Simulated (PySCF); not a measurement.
## Mo+: ionisation energy

Mo+ [Kr] 4d5 (6S) → Mo(2+) [Kr] 4d4 (5D), as a difference of total energies. Computed with PySCF 2.14 in def2-TZVPPD with the def2 core potential (28 electrons) (6s4p3d2f1g, 56 functions), with scalar relativity through the core potential. Correlated levels: valence: 4s2 4p6 frozen. The calculations carry no spin-orbit coupling.

```json
{"method": "UHF", "ionisation energy (eV)": "15.108"}
{"method": "MP2 (valence)", "ionisation energy (eV)": "15.756"}
{"method": "SCS-MP2 (valence)", "ionisation energy (eV)": "15.324"}
{"method": "CCSD (valence)", "ionisation energy (eV)": "15.799"}
{"method": "CCSD(T) (valence)", "ionisation energy (eV)": "15.818"}
```

Question: How much does correlation contribute at CCSD(T) (valence)?

Answer: 15.818 − (15.108) = 0.710 eV, measured against UHF.

The reference lies between the lowest fine-structure levels, while these numbers refer to the centres of the terms.

Errors of the correlated levels include the incompleteness of this basis and the frozen core.

For comparison: 16.16 ± 0.12 eV (semi-empirical (NIST evaluation); NIST Atomic Spectra Database, ionization energies).
